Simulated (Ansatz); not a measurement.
Molecule: TeF3, charge 0, multiplicity 2. It need not be the lowest isomer of its formula. SMILES: F[Te](F)F
Structure (B3LYP-D3(BJ)/def2-TZVP (Ansatz, a quantum-chemistry and plane-wave program) minimum search):
```
Te
F 1 1.8755
F 1 1.9587 2 84.63
F 1 1.9587 2 84.63 3 -180.00
```
Charge 0, spin multiplicity 2.

Wanted: vertical electron affinity (to the singlet state of charge -1; a negative value means that the extra electron is unbound and the number depends on the basis; each state is the SCF solution reached for its spin), in eV. Cores are frozen in the correlated levels unless marked. Open shells are spin-unrestricted. No spin-orbit coupling. Frozen are the shells of the preceding noble gas and the d and f shells that filled before the atom's block. In def2 rows, elements after Kr have scalar-relativistic effective core potentials. Anions need diffuse functions: def2-D sets add few. CBS(X,Y): correlation extrapolated as X^-3; Hartree-Fock from the larger set. [CCSD(T)-MP2]/basis is that difference in the basis named.

```
level                                                        program  vertical electron affinity (eV)
-----------------------------------------------------------  -------  -------------------------------
PBE/def2-TZVPD                                                Ansatz                                …
r2SCAN/def2-TZVPD                                             Ansatz                                …
B3LYP/def2-TZVPD                                              Ansatz                                …
BHLYP/def2-TZVPD                                              Ansatz                             2.84
CAM-B3LYP/def2-TZVPD                                          Ansatz                             2.86
wB97M-V/def2-TZVPD                                            Ansatz                             2.79
wB97X-V/def2-TZVPD                                            Ansatz                                …
B2PLYP/def2-TZVPD                                             Ansatz                             2.68
SCS-MP2/def2-SVPD                                             Ansatz                             2.68
CCSD/def2-SVPD                                                Ansatz                             2.73
RI-MP2/CBS(def2-TZVPPD,def2-QZVPPD)+[CCSD(T)-MP2]/def2-SVPD   Ansatz                             2.86
```

Problem. Some entries are withheld; supply them.

Solution. 
- PBE/def2-TZVPD, vertical electron affinity (eV): 2.45
- r2SCAN/def2-TZVPD, vertical electron affinity (eV): 2.54
- B3LYP/def2-TZVPD, vertical electron affinity (eV): 2.75
- wB97X-V/def2-TZVPD, vertical electron affinity (eV): 2.81
